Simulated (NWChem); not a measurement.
System: Si2H6S; SMILES [SiH3]S[SiH3]

Input file for NWChem:

```
start job
memory heap 200 mb stack 900 mb global 1100 mb
geometry units angstroms noautosym nocenter noautoz
  Si    -1.646681     0.001791    -0.363835
  S      0.000000     0.000000     1.021561
  Si     1.646681    -0.001791    -0.363835
  H     -1.620149    -1.212418    -1.233615
  H     -2.881465     0.005099     0.469368
  H     -1.615264     1.214090    -1.236118
  H      1.615264    -1.214090    -1.236118
  H      2.881465    -0.005099     0.469368
  H      1.620149     1.212418    -1.233615
end
basis spherical
  * library def2-tzvp
end
dft
  xc b3lyp
  iterations 150
end
tddft
  cis
  ecut -85.0
  nroots 6
  notriplet
end
task tddft energy
```

Coordinates come from a PBE0/def2-SVP optimisation.

Core excitations by TDA in a window of 1s orbitals, non-relativistic and unshifted: absolute energies depend strongly on the exact-exchange share.

Task: Give the results of this calculation. (B3LYP/def2-TZVP, restricted-window TDA.) Quantities: first 1s excitation (eV); dipole oscillator strength of the first; first state with f > 0.002 (eV); dipole oscillator strength of that state.

Result: 
```json
{
  "first 1s excitation (eV)": "2415.7",
  "dipole_oscillator_strength_of_the_first": "0.0018",
  "first state with f > 0.002 (eV)": "2416.0",
  "dipole_oscillator_strength_of_that_state": "0.0032"
}
```
